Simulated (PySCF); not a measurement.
Ti(F)4(OH2) (F4H2OTi), SMILES [Ti](<-[OH2])([F])([F])([F])[F], multiplicity 1. Atoms are numbered in the order given.

```xyz
8

Ti    -0.2391     0.0096     0.0000
F      0.1745    -0.7818     1.5091
F      0.1745    -0.7818    -1.5091
F     -0.1649     1.7400     0.0000
F     -1.9504    -0.2500     0.0000
O      2.0475     0.1387     0.0000
H      2.3884    -0.3291    -0.7733
H      2.3884    -0.3291     0.7733
```

Coordinates come from a PBE0-D3(BJ)/def2-SVP optimisation. The spin state was assumed, not searched.

The numbers are results of PBE/def2-TZVP run with PySCF, not measurements.

Symmetry labels are those of the subgroup Cs that the program uses (full group Cs).

Computed valence orbital energies around the gap with their symmetry:
```json
[
 {"orbital": "HOMO−7", "symmetry": "A'", "energy (eV)": "-10.56"},
 {"orbital": "HOMO−6", "symmetry": "A'", "energy (eV)": "-10.27"},
 {"orbital": "HOMO−5", "symmetry": "A\"", "energy (eV)": "-10.19"},
 {"orbital": "HOMO−4", "symmetry": "A'", "energy (eV)": "-10.09"},
 {"orbital": "HOMO−3", "symmetry": "A\"", "energy (eV)": "-9.86"},
 {"orbital": "HOMO−2", "symmetry": "A'", "energy (eV)": "-9.58"},
 {"orbital": "HOMO−1", "symmetry": "A\"", "energy (eV)": "-9.57"},
 {"orbital": "HOMO", "symmetry": "A'", "energy (eV)": "-8.90"},
 {"orbital": "LUMO", "symmetry": "A\"", "energy (eV)": "-3.41"},
 {"orbital": "LUMO+1", "symmetry": "A'", "energy (eV)": "-3.38"},
 {"orbital": "LUMO+2", "symmetry": "A\"", "energy (eV)": "-2.14"},
 {"orbital": "LUMO+3", "symmetry": "A'", "energy (eV)": "-2.03"}
]
```
